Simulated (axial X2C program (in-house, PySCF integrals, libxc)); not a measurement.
## WB: from the spin-free to the two-component result

Computed with an axial X2C code built on PySCF integrals. Spin-free means the one-electron spin-free X2C Hamiltonian; two-component (2c) means X2C with spin–orbit coupling and atomic mean-field two-electron Coulomb and Gaunt terms, so the difference of the two also holds small scalar two-electron terms. Basis: W dyall-cv3z [13s14p9d7f4g], B dyall-v3z [7s6p2d1f] (cores contracted in-house); Gaussian nuclei, density fitting, unrestricted open shells. Masses: W 183.951 u, B 11.009 u.

Spin-free state: M_S = 5/2, Λ = 0 (beyond evenly filled blocks: σα, π+α, π-α, δ+α, δ-α); fragments W + B.

| level | Re (Å) | ωe (cm⁻¹) | μ (D) |
| --- | --- | --- | --- |
| HF | 2.202 | 401.8 | -0.59 |

Dipoles are positive if B is the positive end.

Two-component determinant lowest at the distance of the search:

Ω = 5/2 (⟨Sz⟩ = 2.48, ⟨Lz⟩ = 0.02 at HF); fragments W + B.

```tsv
level	Re (Å)	ωe (cm⁻¹)	μ (D)
HF	2.197	406.2	-0.56
```

From the two tables, how do the constants change at the HF level (2c against spin-free)?

At the HF level Re falls by 0.005 Å and ωe goes up by 4.4 cm⁻¹.

De is not given where an atomic determinant may have missed its ground term or J level, or where the truncated virtual space spoils (T). The state is one determinant with fixed occupations, lowest in a PBE0 search at one distance only: followed along the bond, the 2c determinant Ω = 7/2 reaches 0.16 eV lower at PBE0, at Re = 1.939 Å, so the state shown is not the lowest. With several unpaired electrons one determinant need not be a pure state. This is the top spin component of a Σ state; components of lower Ω are not single determinants and can lie lower. The determinant is spin-polarised beyond a pure state at some levels (its spin-free form has ⟨S²⟩ too high), which makes Re and μ there less reliable. The stretched end of a curve changes character and is left out.
